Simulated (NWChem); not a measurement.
Everything below was run with NWChem. System: HNaO, charge 0, spin multiplicity 1, at a geometry optimised with PBE0/def2-SVP. The structure started from a generated list of species. Level: TD-PBE0/6-31G* (spherical d).

The NWChem input:

```
start mol
memory heap 200 mb stack 900 mb global 1100 mb
geometry units angstroms nocenter noautoz noautosym
  Na     0.000000     0.000000    -0.906784
  O      0.000000     0.000000     1.002004
  H      0.000000     0.000000     1.958588
end
basis spherical
  * library 6-31g*
end
dft
  xc pbe0
  semidirect memsize 60000000 filesize 0
  iterations 100
end
tddft
  rpa
  nroots 10
  notriplet
end
task tddft energy
```

NWChem printed:

```
             Northwest Computational Chemistry Package (NWChem) 7.3.0
             --------------------------------------------------------

                                NWChem Input Module
                                -------------------

 Scaling coordinates for geometry "geometry" by  1.889725989
 (inverse scale =  0.529177249)

                             Geometry "geometry" -> ""
                             -------------------------

 Output coordinates in angstroms (scale by  1.889725989 to convert to a.u.)

  No.       Tag          Charge          X              Y              Z
 ---- ---------------- ---------- -------------- -------------- --------------
    1 Na                  11.0000     0.00000000     0.00000000    -0.90678400
    2 O                    8.0000     0.00000000     0.00000000     1.00200400
    3 H                    1.0000     0.00000000     0.00000000     1.95858800

 Effective nuclear repulsion energy (a.u.)      30.8534615413

            Nuclear Dipole moment (a.u.)
            ----------------------------
        X                 Y               Z
 ---------------- ---------------- ----------------
     0.0000000000     0.0000000000    -0.0000075589


 Summary of "ao basis" -> "" (spherical)
 ------------------------------------------------------------------------------
       Tag                 Description            Shells   Functions and Types
 ---------------- ------------------------------  ------  ---------------------
 *                           6-31g*                   on all atoms

                                 NWChem DFT Module
                                 -----------------

 Summary of "ao basis" -> "ao basis" (spherical)
 ------------------------------------------------------------------------------
       Tag                 Description            Shells   Functions and Types
 ---------------- ------------------------------  ------  ---------------------
 Na                          6-31g*                  8       18   4s3p1d
 O                           6-31g*                  6       14   3s2p1d
 H                           6-31g*                  2        2   2s
[...]
  ----------------------------------------------------------------------------
  Root   8 singlet a              0.179731693 a.u.                4.8908 eV
  ----------------------------------------------------------------------------
     Transition Moments    X -0.00077   Y -0.00077   Z -0.88361
     Transition Moments   XX  4.02579  XY  0.00021  XZ  0.00222
     Transition Moments   YY  4.02579  YZ  0.00222  ZZ  1.28901
     Dipole Oscillator Strength                    0.0935529307
     Electric Quadrupole                           0.0000000772
     Magnetic Dipole                               0.0000000000
     Total Oscillator Strength                     0.0935530079

          sigma_e =   3.7509 Angstrom
          sigma_h =   0.9953 Angstrom
         |d_h->e| =   1.8829 Angstrom
            d_exc =   4.3237 Angstrom
            d_CD1 =   4.6385 Angstrom
            d_CD2 =  -0.4902 Angstrom
            d_CD3 =   6.2066 Angstrom
     Pearson C.C. =  -0.0118

     Occ.    8  a   ---  Virt.   11  a   -0.12148 X
     Occ.    8  a   ---  Virt.   18  a   -0.06326 X
     Occ.    9  a   ---  Virt.   13  a   -0.69952 X
     Occ.    9  a   ---  Virt.   13  a    0.05193 Y
     Occ.    9  a   ---  Virt.   17  a    0.05213 X
     Occ.   10  a   ---  Virt.   12  a   -0.69957 X
     Occ.   10  a   ---  Virt.   12  a    0.05193 Y
     Occ.   10  a   ---  Virt.   16  a    0.05213 X
  ----------------------------------------------------------------------------
  Root   9 singlet a              0.232629075 a.u.                6.3302 eV
  ----------------------------------------------------------------------------
     Transition Moments    X -0.29050   Y -0.29103   Z  0.00014
     Transition Moments   XX  0.00276  XY  0.00000  XZ  0.47860
     Transition Moments   YY  0.00276  YZ  0.47947  ZZ  0.00451
     Dipole Oscillator Strength                    0.0262227479
     Electric Quadrupole                           0.0000000308
     Magnetic Dipole                               0.0000000005
     Total Oscillator Strength                     0.0262227791

          sigma_e =   3.3137 Angstrom
          sigma_h =   0.9975 Angstrom
         |d_h->e| =   2.9987 Angstrom
            d_exc =   4.5772 Angstrom
            d_CD1 =   5.3149 Angstrom
            d_CD2 =   0.8431 Angstrom
            d_CD3 =   7.5759 Angstrom
     Pearson C.C. =   0.0026

     Occ.   10  a   ---  Virt.   14  a   -0.07505 X
     Occ.   10  a   ---  Virt.   15  a   -0.99504 X
  ----------------------------------------------------------------------------
  Root  10 singlet a              0.232723348 a.u.                6.3327 eV
  ----------------------------------------------------------------------------
     Transition Moments    X  0.29049   Y -0.28996   Z  0.00000
     Transition Moments   XX -0.00000  XY -0.00000  XZ -0.48083
     Transition Moments   YY  0.00000  YZ  0.47996  ZZ -0.00000
     Dipole Oscillator Strength                    0.0261373291
     Electric Quadrupole                           0.0000000310
     Magnetic Dipole                               0.0000000005
     Total Oscillator Strength                     0.0261373606

          sigma_e =   3.3136 Angstrom
          sigma_h =   0.9975 Angstrom
         |d_h->e| =   3.0013 Angstrom
            d_exc =   4.5788 Angstrom
            d_CD1 =   5.3174 Angstrom
            d_CD2 =   0.8458 Angstrom
            d_CD3 =   7.5802 Angstrom
     Pearson C.C. =   0.0026

     Occ.    9  a   ---  Virt.   14  a    0.07645 X
     Occ.    9  a   ---  Virt.   15  a    0.99491 X

              Target root =      1
          Target symmetry = none
      Ground state energy =   -237.908975092305
        Excitation energy =      0.083133265848
     Excited state energy =   -237.825841826457

  stored tddft:energy   -237.82584182645718

 Task  times  cpu:        6.5s     wall:        6.5s

 Total times  cpu:        6.5s     wall:        6.5s
```
